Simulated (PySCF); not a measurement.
**Orbital picture of SiAs**

PBE at R = 2.176 Å; basis Si def2-TZVPPD, As def2-TZVPPD; no relativity; PySCF 2.14. State: ²Π (doublet), unpaired electrons π ↑. Only the outer orbitals are listed, counted within each symmetry.

```tsv
spin	orbital	occ.	ε (eV)	on Si (%)	main shells (%)
α	10σ	1	-15.26	21	75 As s, 16 Si s
α	11σ	1	-10.25	65	64 Si s, 22 As s, 13 As p
α	5π	1	-6.63	33	66 As p, 30 Si p
α	12σ	1	-5.95	54	42 Si p, 41 As p, 11 Si s
α	5π	1	-5.92	37	62 As p, 34 Si p
α	6π	0	-3.37	67	64 Si p, 29 As p
α	6π	0	-2.85	65	60 Si p, 30 As p
α	13σ	0	-0.11	1	100 As s, 36 Si d
β	10σ	1	-14.70	25	72 As s, 19 Si s
β	11σ	1	-9.92	65	64 Si s, 22 As s, 12 As p
β	12σ	1	-5.78	54	44 Si p, 40 As p, 9 Si s
β	5π	1	-5.71	41	59 As p, 38 Si p
β	5π	0	-5.50	41	58 As p, 39 Si p
β	6π	0	-2.76	62	57 Si p, 33 As p
β	6π	0	-2.63	62	56 Si p, 32 As p
```

Problem. Which are the highest filled and the lowest empty level, where do they sit, and how wide is the gap?

Solution. Highest filled β 5π at -5.71 eV (in %: 59 As p, 38 Si p); lowest empty β 5π at -5.50 eV (in %: 58 As p, 39 Si p); the gap at PBE is 0.21 eV. Both belong to one degenerate shell, split only by its one-sided filling, so this is no excitation gap.

```
bond order (Mayer)                               : 2.30
⟨S²⟩                                             : 0.754
charge on Si (Mulliken, basis-dependent)         : 0.05
charge on Si (Löwdin, basis-dependent)           : -0.16
dipole moment (positive dipole means Si(−)As(+)) : -0.43 D
```

Spin–orbit coupling is left out. The state was picked by a PBE0 search and need not be the measured ground state.
